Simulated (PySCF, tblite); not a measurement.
Compound: C5H12O2Si.
Geometry (GFN2-xTB, Å), atoms numbered from 1 in this order:
```xyz
20
C5H12O2Si angstrom
O     -1.5805   -0.8593    1.7016
Si    -1.8522   -1.0531    0.1171
C     -0.2478   -0.7016   -0.8742
C     -0.0427    0.7755   -1.2179
C      0.1954    1.5789    0.0588
C      1.3434    0.9521    0.8491
O      1.1170   -0.4147    1.1248
C      0.9665   -1.1636   -0.0689
H     -0.6630   -0.7306    1.9684
H     -2.8962   -0.1061   -0.2699
H     -2.2324   -2.4447   -0.1341
H     -0.2632   -1.2731   -1.8054
H      0.8282    0.8823   -1.8745
H     -0.9118    1.1648   -1.7508
H      0.4472    2.6146   -0.1761
H     -0.7098    1.5738    0.6681
H      1.4654    1.4348    1.8218
H      2.2819    1.0577    0.2819
H      1.8867   -1.0724   -0.6692
H      0.8627   -2.2046    0.2464
```

Level of theory: PBE0/pcSseg-1 in PySCF (dipole) on a GFN2-xTB geometry, gas phase.

Masses are those of the commonest isotopes; rigid-rotor values at the optimised geometry. The values belong to one conformer with, in the numbering `[OH:1][SiH2:2][C@H:3]1[CH2:4][CH2:5][CH2:6][O:7][CH2:8]1`, H–O1–Si2–C3 -9°, O1–Si2–C3–C4 -86°, Si2–C3–C4–C5 66°, C3–C4–C5–C6 54°, C4–C5–C6–O7 -55°, C5–C6–O7–C8 60°.

What are A, B and C (MHz)?

Ia = 202.32, Ib = 341.81, Ic = 376.76 u·Å²; 505379 MHz·u·Å²/I gives A = 2498, B = 1479, C = 1341 MHz.

Classify the top.

An asymmetric top; Ray's κ = -0.763.

Is it planar, by Δ = Ic − Ia − Ib?

Not planar: Δ = Ic − Ia − Ib = -167.37 u·Å². For a rigid frame Δ = −2 Σ m c², so Σ m c² = 83.69 u·Å² lies off the ab plane: 21.94 from hydrogen and 61.74 from heavier atoms. The atom farthest from that plane is 2.04 Å away.

List the rotational levels J(Ka,Kc) to J = 2 (MHz).

Above 0(0,0):
J = 1: 1(0,1) 2820, 1(1,1) 3839, 1(1,0) 3976
J = 2: 2(0,2) 8447, 2(1,2) 9342, 2(1,1) 9753, 2(2,1) 12812, 2(2,0) 12824
Those of J = 1 are B + C, A + C and A + B.

Predict some low-J microwave lines.

The dipole components are |μa| = 2.34 D, |μb| = 1.59 D, |μc| = 0.86 D. The squared components, which scale the intensities, stand as 1.00 : 0.46 : 0.14 (a : b : c). Some lines, for components of 0.1 D or more:

| type | branch | J(Ka,Kc) | MHz | lower level (cm⁻¹) |
| --- | --- | --- | --- | --- |
| b | Q | 3(1,2) ← 3(0,3) | 1555 | 0.562 |
| b | Q | 4(1,3) ← 4(0,4) | 1924 | 0.934 |
| c | Q | 4(2,3) ← 4(1,3) | 2605 | 0.999 |
| a | R | 1(0,1) ← 0(0,0) | 2820 | 0.000 |
| c | R | 1(1,0) ← 0(0,0) | 3976 | 0.000 |
| c | Q | 3(3,1) ← 3(2,1) | 5384 | 0.712 |
| b | Q | 4(3,2) ← 4(2,3) | 5481 | 1.085 |
| b | R | 4(2,2) ← 3(3,1) | 6009 | 0.891 |
| a | R | 3(2,2) ← 2(2,1) | 8460 | 0.427 |
| c | R | 3(1,2) ← 2(0,2) | 9964 | 0.282 |
| a | R | 4(0,4) ← 3(0,3) | 11157 | 0.562 |
| c | R | 3(2,2) ← 2(1,2) | 11929 | 0.312 |
| b | R | 3(3,1) ← 2(2,0) | 13894 | 0.428 |
| b | R | 4(3,2) ← 3(2,1) | 16687 | 0.712 |

Estimate the classical rotational partition function at 50 K, 200 K and 298.15 K.

Point group C1, symmetry number σ = 1; q = (√π/σ)·√((kT/h)³/(ABC)), k/h = 20836.6 MHz/K: 26800 at 50 K, 214000 at 200 K, 390000 at 298.15 K.

Its GFN2-xTB frequencies are all real (lowest 64 cm⁻¹). No vibrational averaging or centrifugal distortion is included, and the geometry carries the error of its method.
